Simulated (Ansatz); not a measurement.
`[O]=[Mo]([OH])([F])=[S]` and `[NH2][Mo](=[O])([OH])=[S]` differ in one atom or group.

Ansatz, PBE0-D4/def2-TZVP geometries, multiplicity 1. Each molecule was computed in one conformer, which needn't be the lowest.

Elements past krypton have def2 core potentials.

| property | `[O]=[Mo]([OH])([F])=[S]` |
| --- | --- |
| HOMO energy (ωB97M-V/def2-TZVPP) / eV | -10.12 |
| ideal-gas entropy at 298 K and 1 bar (rigid rotor, harmonic PBE0-D4/def2-TZVP) / J/(mol·K) | 339 |
| LUMO energy (PBE/def2-TZVPP) / eV | -3.70 |
| LUMO energy (B3LYP/def2-TZVPP) / eV | -3.24 |
| zero-point energy (PBE0-D4/def2-TZVP) / kJ/mol | 54.5 |
| HOMO energy (PBE/def2-TZVPP) / eV | -6.75 |

Problem. Give the same properties after the change, and the shifts. (An estimate is asked.)

Solution. Ansatz gave: 
| property | `[NH2][Mo](=[O])([OH])=[S]` | shift |
| --- | --- | --- |
| HOMO energy (ωB97M-V/def2-TZVPP) / eV | -9.73 | 0.39 |
| ideal-gas entropy at 298 K and 1 bar (rigid rotor, harmonic PBE0-D4/def2-TZVP) / J/(mol·K) | 352 | 13 |
| LUMO energy (PBE/def2-TZVPP) / eV | -3.40 | 0.30 |
| LUMO energy (B3LYP/def2-TZVPP) / eV | -2.91 | 0.33 |
| zero-point energy (PBE0-D4/def2-TZVP) / kJ/mol | 115.2 | 60.7 |
| HOMO energy (PBE/def2-TZVPP) / eV | -6.37 | 0.38 |

With PBE0 the HOMO rises by 0.41 eV and the LUMO rises by 0.32 eV, so the gap narrows by about 0.09 eV. PBE moves the HOMO by 0.38 eV and ωB97M-V by 0.39 eV. The zero-point energy changes by 60.7 kJ/mol with +6 modes.

B3LYP here is the variant with VWN-RPA as its local correlation; programs differ in this.
